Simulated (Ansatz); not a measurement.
Born–Oppenheimer molecular dynamics of a periodic cell of 20 atoms, AgH12O6F (contents 6 H2O + 1 Ag + 1 F, density as packed 1.74 g/cm³ with natural masses). It goes on from the last frame of an earlier run, with new velocities.

The calculation used Ansatz 0.2.0, DFT PBE, scalar-relativistic, plane waves, PAW. Settings: cutoff 420 eV, k mesh 1x1x1, fermi-dirac smearing 0.05 eV, no spin polarisation.

```
ensemble            : NVT, Nosé–Hoover chain
time step           : 0.5 fs
steps asked         : 200
set temperature     : 250 K
starting velocities : zero
thermostat          : time constant 100 fs, chain length 1
seed                : 662652
```

Frames 2.5 fs apart, positions in Å, forces in eV/Å.

Velocities at 50.0 fs (Å/ps):

```
O 4.22 1.72 1.47
H -0.13 -5.53 4.00
H 7.61 -4.16 17.50
O 0.41 -2.92 1.30
H 4.16 -1.06 -11.79
H 4.31 4.26 4.95
O 1.25 4.13 -1.33
H 2.76 -6.85 -11.72
H 7.79 9.66 5.07
O 1.50 1.25 0.84
H 5.22 5.46 1.26
H 0.99 -6.25 8.28
O 4.38 0.13 -1.74
H 2.19 2.38 -2.81
H -14.78 -4.51 8.57
O -2.86 1.97 -2.39
H -6.29 -7.70 21.90
H -5.12 1.78 4.35
Ag -0.93 -0.94 -0.07
F -2.66 0.73 -0.70
```

```xyz
20
Lattice="6.0732 0.0000 0.0000 0.0000 6.0732 0.0000 0.0000 0.0000 6.0732" Properties=species:S:1:pos:R:3:forces:R:3 time_fs=50.0 energy_less_start_eV=-0.175 T=86
O 1.055 3.989 0.151 0.95 1.32 0.08
H 0.862 4.538 -0.648 -0.31 -0.38 0.18
H 0.525 3.207 0.041 -0.69 -0.93 -0.27
O -0.123 4.853 3.772 0.65 0.21 -0.65
H 0.507 5.358 3.185 -0.48 0.04 0.57
H -0.033 3.950 3.391 -0.07 -0.29 0.18
O 3.369 3.650 2.548 0.07 -0.41 -0.17
H 4.049 4.190 2.971 0.50 0.39 0.30
H 2.635 4.263 2.444 -0.46 0.19 -0.10
O -0.261 2.189 2.888 -1.58 1.03 -0.05
H -0.865 2.173 2.114 0.33 -0.09 0.39
H 0.463 1.583 2.713 1.03 -0.77 -0.41
O 4.417 2.107 5.376 -0.39 -0.34 0.84
H 4.752 1.944 4.477 0.16 -0.08 -0.23
H 4.049 1.253 5.830 0.31 0.53 -0.38
O 1.816 0.561 2.629 0.17 -0.67 -1.16
H 2.398 0.412 1.799 -0.29 0.20 0.55
H 2.420 0.861 3.311 0.42 0.26 0.38
Ag 3.765 4.126 6.035 -0.07 -0.55 -0.11
F 3.536 0.095 6.684 -0.26 0.31 0.07
20
Lattice="6.0732 0.0000 0.0000 0.0000 6.0732 0.0000 0.0000 0.0000 6.0732" Properties=species:S:1:pos:R:3:forces:R:3 time_fs=52.5 energy_less_start_eV=-0.184 T=91
O 1.067 3.995 0.155 0.26 -0.33 0.50
H 0.851 4.516 -0.638 -0.44 -0.01 -0.37
H 0.529 3.178 0.078 0.13 0.37 -0.14
O -0.121 4.846 3.774 0.64 0.56 -0.59
H 0.500 5.354 3.176 -0.53 -0.04 0.64
H -0.024 3.946 3.407 -0.04 -0.58 0.05
O 3.372 3.659 2.545 -0.14 -0.08 -0.14
H 4.074 4.187 2.953 0.37 0.31 0.25
H 2.642 4.292 2.454 -0.11 -0.08 -0.05
O -0.259 2.193 2.890 0.14 0.01 0.37
H -0.845 2.183 2.124 -0.15 -0.14 -0.27
H 0.487 1.552 2.723 -0.19 0.29 -0.21
O 4.427 2.106 5.373 -0.44 -0.46 0.73
H 4.761 1.947 4.465 0.02 -0.08 0.08
H 4.024 1.261 5.837 0.50 0.60 -0.55
O 1.809 0.565 2.622 -0.24 -0.08 1.18
H 2.382 0.397 1.855 0.70 -0.03 -1.10
H 2.415 0.871 3.329 -0.21 -0.04 -0.27
Ag 3.762 4.123 6.034 -0.06 -0.51 -0.12
F 3.529 0.098 6.683 -0.20 0.31 0.01
20
Lattice="6.0732 0.0000 0.0000 0.0000 6.0732 0.0000 0.0000 0.0000 6.0732" Properties=species:S:1:pos:R:3:forces:R:3 time_fs=55.0 energy_less_start_eV=-0.200 T=99
O 1.081 4.000 0.161 -0.28 -0.81 0.12
H 0.815 4.491 -0.645 -0.28 -0.02 -0.13
H 0.538 3.165 0.106 0.52 0.87 -0.02
O -0.116 4.841 3.774 -0.37 -0.91 0.25
H 0.466 5.351 3.200 0.43 0.59 -0.35
H -0.018 3.913 3.428 -0.02 0.18 0.16
O 3.375 3.668 2.540 0.50 0.83 0.33
H 4.118 4.200 2.947 -0.68 -0.32 -0.29
H 2.642 4.316 2.461 0.31 -0.35 0.03
O -0.258 2.198 2.894 0.80 -0.56 0.30
H -0.832 2.186 2.121 -0.25 -0.11 -0.33
H 0.505 1.534 2.720 -0.72 0.83 -0.05
O 4.436 2.104 5.373 0.10 0.42 -0.05
H 4.771 1.946 4.457 -0.10 -0.04 0.34
H 4.027 1.300 5.814 0.13 -0.29 -0.11
O 1.801 0.569 2.619 0.19 -0.11 0.89
H 2.401 0.383 1.857 0.36 0.10 -0.75
H 2.400 0.880 3.333 -0.30 -0.08 -0.36
Ag 3.760 4.121 6.034 -0.10 -0.42 -0.08
F 3.521 0.101 6.681 -0.25 0.20 0.10
20
Lattice="6.0732 0.0000 0.0000 0.0000 6.0732 0.0000 0.0000 0.0000 6.0732" Properties=species:S:1:pos:R:3:forces:R:3 time_fs=57.5 energy_less_start_eV=-0.216 T=108
O 1.093 4.003 0.167 0.07 0.78 -0.68
H 0.763 4.464 -0.658 0.15 -0.12 0.49
H 0.572 3.194 0.134 -0.23 -0.58 0.11
O -0.113 4.833 3.775 -0.42 -0.98 0.38
H 0.452 5.378 3.208 0.41 0.26 -0.31
H -0.012 3.889 3.457 0.09 0.56 -0.01
O 3.380 3.681 2.537 0.64 0.26 0.21
H 4.128 4.198 2.928 -0.42 -0.11 -0.12
H 2.657 4.324 2.468 -0.09 0.02 0.00
O -0.254 2.202 2.898 -0.50 0.01 -0.40
H -0.830 2.183 2.103 0.23 -0.01 0.46
H 0.486 1.560 2.712 0.09 0.16 -0.11
O 4.445 2.104 5.373 0.43 1.26 -0.22
H 4.777 1.942 4.466 0.02 -0.05 -0.02
H 4.036 1.322 5.785 -0.33 -1.08 0.40
O 1.794 0.572 2.618 0.67 -0.78 -1.26
H 2.439 0.374 1.819 -0.67 0.41 0.60
H 2.370 0.887 3.321 0.32 0.22 0.33
Ag 3.757 4.117 6.034 -0.14 -0.38 -0.06
F 3.512 0.105 6.680 -0.33 0.16 0.22
20
Lattice="6.0732 0.0000 0.0000 0.0000 6.0732 0.0000 0.0000 0.0000 6.0732" Properties=species:S:1:pos:R:3:forces:R:3 time_fs=60.0 energy_less_start_eV=-0.203 T=105
O 1.106 4.008 0.171 0.00 0.75 -0.68
H 0.719 4.431 -0.647 0.27 0.15 0.33
H 0.597 3.196 0.169 -0.25 -0.80 0.24
O -0.110 4.822 3.777 0.22 0.77 -0.03
H 0.459 5.418 3.203 -0.35 -0.80 0.52
H -0.001 3.893 3.485 0.24 -0.06 -0.41
O 3.386 3.694 2.534 -0.21 -0.64 -0.32
H 4.118 4.193 2.904 0.68 0.58 0.43
H 2.667 4.331 2.476 -0.35 0.22 -0.03
O -0.251 2.205 2.901 -1.14 0.59 -0.17
H -0.819 2.179 2.107 -0.01 0.08 0.29
H 0.473 1.595 2.698 0.95 -0.56 -0.19
O 4.455 2.108 5.372 -0.19 0.16 0.52
H 4.785 1.935 4.475 0.15 0.00 -0.33
H 4.030 1.290 5.774 0.13 -0.06 0.08
O 1.789 0.572 2.613 0.87 -0.69 -1.20
H 2.441 0.389 1.809 -0.74 0.37 0.73
H 2.356 0.904 3.323 0.19 0.12 0.13
Ag 3.755 4.114 6.033 -0.15 -0.35 -0.07
F 3.502 0.109 6.679 -0.28 0.20 0.15
20
Lattice="6.0732 0.0000 0.0000 0.0000 6.0732 0.0000 0.0000 0.0000 6.0732" Properties=species:S:1:pos:R:3:forces:R:3 time_fs=62.5 energy_less_start_eV=-0.243 T=123
O 1.119 4.016 0.173 -0.61 -1.08 0.02
H 0.688 4.407 -0.618 0.02 0.42 -0.25
H 0.612 3.159 0.217 0.62 0.75 0.13
O -0.107 4.813 3.779 -0.08 0.88 0.29
H 0.451 5.416 3.223 -0.14 -0.58 0.27
H 0.024 3.894 3.490 0.23 -0.39 -0.51
O 3.393 3.705 2.531 -0.11 0.13 -0.07
H 4.138 4.216 2.900 0.08 0.18 0.15
H 2.660 4.349 2.482 0.16 -0.17 0.01
O -0.252 2.210 2.904 0.37 -0.17 0.21
H -0.811 2.179 2.125 -0.57 0.08 -0.42
H 0.507 1.605 2.674 0.03 0.12 0.12
O 4.465 2.112 5.373 -0.45 -0.94 0.40
H 4.800 1.928 4.468 0.01 0.19 0.10
H 4.032 1.252 5.769 0.47 0.79 -0.12
O 1.788 0.570 2.605 0.32 0.03 0.78
H 2.404 0.424 1.837 0.24 0.05 -0.47
H 2.351 0.927 3.330 -0.29 -0.21 -0.52
Ag 3.752 4.111 6.033 -0.16 -0.30 -0.05
F 3.491 0.115 6.679 -0.14 0.21 -0.06
20
Lattice="6.0732 0.0000 0.0000 0.0000 6.0732 0.0000 0.0000 0.0000 6.0732" Properties=species:S:1:pos:R:3:forces:R:3 time_fs=65.0 energy_less_start_eV=-0.236 T=124
O 1.130 4.021 0.174 -0.40 -0.74 0.08
H 0.659 4.406 -0.599 0.03 0.23 -0.15
H 0.658 3.157 0.273 0.40 0.58 -0.02
O -0.105 4.807 3.782 -0.81 -1.09 0.82
H 0.438 5.386 3.255 0.78 0.67 -0.67
H 0.061 3.878 3.466 -0.08 0.34 -0.11
O 3.399 3.717 2.527 0.68 0.77 0.37
H 4.162 4.250 2.905 -0.78 -0.43 -0.26
H 2.660 4.359 2.489 0.25 -0.20 -0.01
O -0.252 2.215 2.907 0.73 -0.59 -0.49
H -0.830 2.184 2.125 -0.12 0.06 0.11
H 0.544 1.620 2.655 -0.74 0.49 0.29
O 4.474 2.114 5.376 -0.17 -0.75 -0.03
H 4.816 1.932 4.465 -0.06 0.26 0.34
H 4.058 1.256 5.759 0.25 0.53 0.05
O 1.787 0.568 2.598 -0.64 0.10 1.19
H 2.381 0.463 1.838 0.87 -0.15 -1.26
H 2.333 0.941 3.313 0.05 -0.03 -0.10
Ag 3.749 4.107 6.033 -0.18 -0.21 -0.01
F 3.480 0.121 6.678 -0.08 0.16 -0.12
20
Lattice="6.0732 0.0000 0.0000 0.0000 6.0732 0.0000 0.0000 0.0000 6.0732" Properties=species:S:1:pos:R:3:forces:R:3 time_fs=67.5 energy_less_start_eV=-0.289 T=148
O 1.140 4.023 0.176 0.32 1.20 -0.47
H 0.633 4.417 -0.589 0.24 -0.21 0.25
H 0.725 3.183 0.330 -0.51 -0.95 0.07
O -0.105 4.797 3.788 0.04 -0.73 -0.04
H 0.463 5.386 3.256 0.16 0.24 -0.03
H 0.095 3.879 3.436 -0.32 0.51 0.18
O 3.407 3.732 2.525 0.53 0.03 0.14
H 4.148 4.263 2.898 -0.11 -0.08 0.03
H 2.672 4.359 2.495 -0.25 0.19 -0.07
O -0.250 2.217 2.909 -0.20 -0.06 -0.76
H -0.858 2.193 2.131 0.36 0.02 0.59
H 0.544 1.659 2.653 -0.29 -0.05 0.07
O 4.482 2.112 5.378 0.24 0.57 -0.08
H 4.830 1.950 4.479 0.11 0.11 -0.11
H 4.098 1.288 5.753 -0.33 -0.59 0.45
O 1.784 0.565 2.596 0.06 -0.30 -0.98
H 2.399 0.494 1.777 -0.20 -0.13 0.31
H 2.319 0.954 3.289 0.52 0.25 0.45
Ag 3.746 4.103 6.032 -0.21 -0.14 0.02
F 3.468 0.127 6.678 -0.14 0.14 0.00
20
Lattice="6.0732 0.0000 0.0000 0.0000 6.0732 0.0000 0.0000 0.0000 6.0732" Properties=species:S:1:pos:R:3:forces:R:3 time_fs=70.0 energy_less_start_eV=-0.217 T=122
O 1.151 4.029 0.176 0.24 0.36 0.04
H 0.619 4.418 -0.566 0.05 -0.33 0.05
H 0.768 3.166 0.390 -0.23 -0.02 -0.25
O -0.105 4.785 3.794 0.89 0.94 -0.68
H 0.497 5.398 3.256 -0.72 -0.50 0.79
H 0.111 3.905 3.413 -0.25 -0.28 0.05
O 3.417 3.747 2.522 -0.49 -0.48 -0.30
H 4.129 4.273 2.893 0.82 0.52 0.47
H 2.673 4.367 2.498 -0.17 0.09 -0.08
O -0.248 2.220 2.908 -0.64 0.67 0.26
H -0.869 2.202 2.166 -0.13 -0.05 -0.13
H 0.529 1.695 2.653 0.59 -0.77 -0.27
O 4.491 2.113 5.381 0.14 0.76 0.22
H 4.851 1.975 4.489 0.18 -0.07 -0.30
H 4.122 1.290 5.771 -0.33 -0.63 0.30
O 1.782 0.562 2.590 1.09 0.10 -1.08
H 2.410 0.518 1.729 -0.66 -0.24 1.09
H 2.330 0.977 3.286 -0.01 -0.16 -0.24
Ag 3.743 4.099 6.032 -0.21 -0.11 0.03
F 3.456 0.134 6.677 -0.15 0.20 0.03
20
Lattice="6.0732 0.0000 0.0000 0.0000 6.0732 0.0000 0.0000 0.0000 6.0732" Properties=species:S:1:pos:R:3:forces:R:3 time_fs=72.5 energy_less_start_eV=-0.251 T=139
O 1.163 4.036 0.177 0.19 -0.92 0.84
H 0.607 4.400 -0.541 -0.28 -0.18 -0.37
H 0.799 3.148 0.435 0.15 1.07 -0.60
O -0.102 4.775 3.798 0.35 0.85 -0.15
H 0.494 5.388 3.297 -0.30 0.03 0.35
H 0.112 3.917 3.393 -0.18 -0.70 -0.05
O 3.426 3.760 2.519 -0.03 0.48 0.14
H 4.148 4.307 2.912 -0.10 -0.13 0.00
H 2.666 4.380 2.495 0.30 -0.23 -0.05
O -0.249 2.225 2.907 0.30 0.32 0.51
H -0.888 2.209 2.195 -0.41 -0.09 -0.55
H 0.541 1.692 2.641 -0.05 -0.42 -0.11
O 4.500 2.116 5.384 -0.16 -0.32 0.39
H 4.880 1.997 4.484 -0.06 -0.13 0.22
H 4.129 1.259 5.804 0.12 0.43 -0.33
O 1.783 0.560 2.580 0.90 0.43 -0.15
H 2.386 0.528 1.740 -0.28 -0.29 0.51
H 2.342 0.993 3.270 -0.27 -0.35 -0.49
Ag 3.740 4.095 6.031 -0.19 -0.08 0.03
F 3.443 0.142 6.676 0.00 0.22 -0.11
20
Lattice="6.0732 0.0000 0.0000 0.0000 6.0732 0.0000 0.0000 0.0000 6.0732" Properties=species:S:1:pos:R:3:forces:R:3 time_fs=75.0 energy_less_start_eV=-0.229 T=133
O 1.176 4.041 0.180 0.31 0.35 0.13
H 0.581 4.371 -0.534 0.01 -0.15 -0.14
H 0.834 3.181 0.449 -0.28 -0.23 -0.12
O -0.098 4.768 3.801 -0.65 -0.99 0.45
H 0.478 5.382 3.356 0.74 0.97 -0.56
H 0.102 3.893 3.373 -0.26 0.11 0.24
O 3.436 3.776 2.517 0.77 0.69 0.48
H 4.163 4.335 2.932 -0.69 -0.56 -0.34
H 2.673 4.383 2.489 0.10 -0.04 -0.05
O -0.248 2.231 2.909 0.37 -0.27 -0.58
H -0.925 2.211 2.198 0.39 -0.08 0.26
H 0.550 1.663 2.621 -0.86 0.17 0.16
O 4.510 2.118 5.388 -0.20 -0.55 0.41
H 4.908 2.011 4.490 -0.16 -0.19 0.38
H 4.140 1.250 5.821 0.19 0.65 -0.50
O 1.787 0.558 2.570 -0.81 0.16 0.88
H 2.349 0.521 1.774 0.78 -0.33 -1.23
H 2.343 0.990 3.231 0.27 0.11 0.31
Ag 3.736 4.090 6.031 -0.17 -0.01 0.04
F 3.430 0.150 6.675 0.16 0.16 -0.25
```

Of the whole run (100 fs, mean temperature of the second half 137 K): The conserved energy stayed within 0.15 meV per atom of its start (net change -0.054 meV per atom), so the integration is sound. The mean temperature of the second half is 45 % below the set value. A run of 0.1 ps of so small a system gives no equilibrium averages. Limits of this set-up: coarse k mesh.

Run time: 2.4 min on 1 thread of AMD EPYC 7R13 Processor (Zen 3), on a shared host, peak memory 0.42 GiB.
